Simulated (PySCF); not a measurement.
Compound: C4H9F3Si2.
Numbering: `[F:1][C:2]([F:3])([F:4])[CH:5]1[CH2:6][SiH2:7][SiH2:8][CH2:9]1` (hydrogens: H10 on C5; H11, H12 on C6; H13, H14 on Si7; H15, H16 on Si8; H17, H18 on C9)

The same species was optimised twice, with GFN2-xTB and with PBE0-D3(BJ)/def2-SVP (PySCF), and the same property calculations (PySCF, gas phase) were run on both structures.

| coordinate | GFN2-xTB | PBE0-D3(BJ)/def2-SVP | change |
| --- | --- | --- | --- |
| Si7–Si8 (Å) | 2.315 | 2.341 | +0.026 |
| F1–C2 (Å) | 1.344 | 1.335 | -0.009 |
| C2–F4 (Å) | 1.344 | 1.335 | -0.009 |
| C6–Si7 (Å) | 1.924 | 1.917 | -0.007 |
| C5–C9 (Å) | 1.532 | 1.539 | +0.007 |
| C5–C6 (Å) | 1.532 | 1.538 | +0.006 |
| Si8–C9 (Å) | 1.924 | 1.918 | -0.006 |
| C2–C5 (Å) | 1.517 | 1.515 | -0.002 |
| C2–F3 (Å) | 1.346 | 1.347 | +0.001 |
| F3–C2–C5 (°) | 113.7 | 111.6 | -2.1 |
| F1–C2–F4 (°) | 105.9 | 107.3 | +1.4 |
| F1–C2–F3 (°) | 105.8 | 107.0 | +1.2 |
| F3–C2–F4 (°) | 105.8 | 106.9 | +1.1 |
| C2–C5–C6 (°) | 110.1 | 111.0 | +0.9 |
| C2–C5–C9 (°) | 110.1 | 111.0 | +0.9 |
| F1–C2–C5 (°) | 112.5 | 111.8 | -0.7 |
| C5–C9–Si8 (°) | 110.9 | 111.6 | +0.7 |
| F1–C2–C5–C6 (°) | -177 | -177 | 0 |

Rotational constants: A = 1800, B = 957.9, C = 820.1 MHz (GFN2-xTB) against A = 1803, B = 944.8, C = 805.8 MHz (PBE0-D3(BJ)/def2-SVP).

On the GFN2-xTB structure: HOMO (eV) -8.05 [PBE0/pcSseg-1]; LUMO (eV) 0.07 [PBE0/pcSseg-1]; dipole (D) 2.18 [PBE0/pcSseg-1]; GIAO shielding of F1/F3/F4 (mean) (ppm) 258.8 [PBE0/pcSseg-1]; GIAO shielding of C2 (ppm) 48.3 [PBE0/pcSseg-1]; GIAO shielding of C5 (ppm) 141.7 [PBE0/pcSseg-1]; GIAO shielding of C6/C9 (mean) (ppm) 173.4 [PBE0/pcSseg-1]; GIAO shielding of Si7/Si8 (mean) (ppm) 420.1 [PBE0/pcSseg-1].

Task: What do these properties become on the PBE0-D3(BJ)/def2-SVP structure?

Result: 
```tsv
property	level	on GFN2-xTB	on PBE0-D3(BJ)/def2-SVP	change
HOMO (eV)	PBE0/pcSseg-1	-8.05	-7.79	+0.26
LUMO (eV)	PBE0/pcSseg-1	0.07	0.20	+0.13
dipole (D)	PBE0/pcSseg-1	2.18	2.12	-0.06
energy, GFN2-xTB geometry as zero (kcal/mol)	PBE0/pcSseg-1	0.0	-2.2	-2.2
GIAO shielding of F1/F3/F4 (mean) (ppm)	PBE0/pcSseg-1	258.8	263.9	+5.1
GIAO shielding of C2 (ppm)	PBE0/pcSseg-1	48.3	50.4	+2.1
GIAO shielding of C5 (ppm)	PBE0/pcSseg-1	141.7	140.8	-0.9
GIAO shielding of C6/C9 (mean) (ppm)	PBE0/pcSseg-1	173.4	173.0	-0.4
GIAO shielding of Si7/Si8 (mean) (ppm)	PBE0/pcSseg-1	420.1	416.5	-3.6
```

The heavy atoms differ by 0.025 Å rms after alignment. Among bonds between heavy atoms Si7–Si8 changes most (+0.026 Å). Changes are differences of the printed values. Neither structure is proved a minimum here.
